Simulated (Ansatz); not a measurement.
arsenic trifluoride (AsF3), singlet, geometry from GFN2-xTB. Base run: Ansatz (a first-principles code) with SVWN5/6-31G*.

Here is a job for Ansatz.
Ansatz 0.2 input:
```yaml
crystal:
  periodic: [false, false, false]
  atoms:
    - {symbol: F, position_ang: [-0.84302752, -1.17072944, -0.50769894]}
    - {symbol: As, position_ang: [0.01319427, -0.00551619, 0.42391172]}
    - {symbol: F, position_ang: [1.41634737, -0.12051314, -0.56435604]}
    - {symbol: F, position_ang: [-0.62169883, 1.31146860, -0.48228800]}
basis:
  gaussian:
    orbitals: 6-31G*
hamiltonian:
  xc: {name: SVWN5}
```

Each row names what was changed in the base input (with any setting that the change needs).

```json
[
 {"change": "base", "ΔE vs base (µEh)": "0.0"},
 {"change": "final_grid = 4, 8, 17", "ΔE vs base (µEh)": "21.5"},
 {"change": "fitting.mean_field = def2-universal-JKFIT", "ΔE vs base (µEh)": "(withheld)"},
 {"change": "fitting.mean_field = cc-pVTZ-JKFIT", "ΔE vs base (µEh)": "(withheld)"},
 {"change": "accuracy = high", "ΔE vs base (µEh)": "0.8"},
 {"change": "forces = on", "ΔE vs base (µEh)": "0.0"},
 {"change": "point_charge = charge:-1.0 position_ang:3.1727, -3.1191, -0.2761", "ΔE vs base (µEh)": "-1580"},
 {"change": "final_grid = 6, 12, 29", "ΔE vs base (µEh)": "3.9"},
 {"change": "lower_state_search = light", "ΔE vs base (µEh)": "0.0"},
 {"change": "final_grid = 10, 20, 41", "ΔE vs base (µEh)": "-0.2"},
 {"change": "point_charge = charge:1.0 position_ang:-0.6461, -4.3603, 0.3679", "ΔE vs base (µEh)": "-3216"}
]
```

Problem. Fill in the missing entries.

Solution. 
- fitting.mean_field = def2-universal-JKFIT, ΔE vs base (µEh): -68.0
- fitting.mean_field = cc-pVTZ-JKFIT, ΔE vs base (µEh): -167
